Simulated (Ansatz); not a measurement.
A nudged elastic band was laid between two geometries of C2H7BOSi (12 atoms, charge 0, multiplicity 1).

Computed with Ansatz 0.2.0, RKS B3LYP-D4/STO-3G.

```json
{
  "movable images": "9",
  "climbing image": "yes",
  "spring": "5.0 eV/Å²",
  "optimiser": "quadratic models (default)",
  "start path": "IDPP",
  "force threshold": "0.05 eV/Å",
  "iteration limit": "60",
  "end points": "relaxed"
}
```

Initial state:

```xyz
12
Properties=species:S:1:pos:R:3
B -0.142 0.401 -2.361
Si 0.420 -0.399 -0.658
C -0.414 0.381 0.854
C 0.057 -0.286 2.174
O -0.617 -1.094 2.852
H -0.997 1.202 -2.431
H 0.373 0.082 -3.367
H 0.107 -1.814 -0.675
H 1.854 -0.281 -0.497
H -0.163 1.452 0.896
H -1.507 0.288 0.774
H 1.104 0.013 2.473
```

Final state:

```xyz
12
Properties=species:S:1:pos:R:3
B 0.865 0.636 -1.758
Si 0.033 -0.825 -0.743
C -0.902 -0.233 0.797
C 0.033 0.520 1.779
O 0.465 0.059 2.860
H 0.557 1.758 -1.605
H 1.684 0.415 -2.569
H -0.921 -1.488 -1.611
H 1.010 -1.812 -0.339
H -1.706 0.454 0.488
H -1.359 -1.088 1.316
H 0.318 1.550 1.417
```

Which bonds break or form, and what moves?

No bond is made or broken. The dihedral H8–Si2–C3–C4 goes from 59 to -179°.

Give the energies along the band, and the barrier.

It converged. The highest image is number 5 of 0 to 10, 1.3 kcal/mol above the ends, which have the same energy within 2 meV. A vibrational analysis at the climbing image gives one clearly imaginary mode, 62i cm⁻¹: a first-order saddle point. Limits of this set-up: minimal basis.

```tsv
image	path coordinate (Å)	energy (kcal/mol)	dihedral H8–Si2–C3–C4 (°)
0	0.00	0.0	59
1	0.53	0.1	71
2	1.07	0.4	83
3	1.60	0.8	95
4	2.13	1.2	108
5	2.67	1.3	120
6	3.19	1.2	133
7	3.71	0.9	145
8	4.23	0.5	158
9	4.76	0.2	169
10	5.28	0.0	-179
```

What is the geometry of the highest image?


```xyz
12
Properties=species:S:1:pos:R:3
B 0.435 0.632 -2.165
Si 0.180 -0.643 -0.694
C -0.754 0.076 0.800
C 0.110 0.051 2.088
O -0.068 -0.718 3.060
H -0.072 1.690 -2.177
H 1.112 0.356 -3.083
H -0.570 -1.778 -1.196
H 1.460 -1.149 -0.246
H -1.034 1.120 0.593
H -1.676 -0.494 0.984
H 0.953 0.801 2.070
```

What are the harmonic wavenumbers there?

62i, 63, 85, 212, 251, 437, 481, 687, 762, 778, 806, 892, 954, 999, 1034, 1074, 1095, 1271, 1330, 1390, 1494, 1651, 1846, 2638, 2670, 2967, 3105, 3144, 3335, 3455 cm⁻¹.

The band took 6 iterations and of the order of 2.3 core-minutes.

Time of the run: 2.3 min on 1 thread of Arm Neoverse V1, with other jobs on the host, peak memory 0.1 GiB.
